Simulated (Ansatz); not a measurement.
Abstraction of F: CHBrClF + SnH3 → CHBrCl + SnH3F

Gas-phase species: CHBrClF (bromochlorofluoromethane) `FC(Cl)Br`, singlet; SnH3 `[SnH3]`, doublet; CHBrCl `Cl[CH]Br`, doublet; SnH3F `[F][SnH3]`, singlet. A radical takes F: the energy is the difference in strength between the C–F bond broken and the Sn–F bond made.

Shapes, held fixed at every level: PBE0-D4/def2-TZVP. Programs: Ansatz 0.2.0. The zero-point and thermal change to 298 K, harmonic and unscaled (PBE0-D4/def2-TZVP), is -3.8 kJ/mol.

| level | kind | ΔH(298 K) (kJ/mol) | less CCSD(T)/def2-TZVPP |
| --- | --- | --- | --- |
| MP2/def2-SVP | perturbation theory | -21.3 | +17.5 |
| HF/def2-TZVPP | Hartree–Fock | -60.5 | -21.7 |
| r2SCAN-D4/def2-TZVPP | meta-GGA | -45.0 | -6.2 |
| B3LYP-D4/def2-TZVPP | global hybrid | -44.0 | -5.2 |
| BHLYP-D4/def2-TZVPP | global hybrid | -48.9 | -10.1 |
| wB97M-V/def2-TZVPP | range-separated hybrid | -33.4 | +5.4 |
| wB97X-V/def2-TZVPP | range-separated hybrid | -46.8 | -8.0 |
| CCSD(T)/def2-TZVPP | coupled cluster or CI | -38.8 | 0.0 |

The highest level, CCSD(T)/def2-TZVPP, gives ΔH(298 K) = -38.8 kJ/mol; the levels span -60.5 to -21.3. The column of differences is taken from that level and isn't an error. No measured value is set beside it here. Open shells run unrestricted. For atoms past krypton def2 sets carry core potentials with scalar relativity. Relativity is left out for Br. Outer-core shells of Br, Sn are correlated, in sets that cover them unevenly.
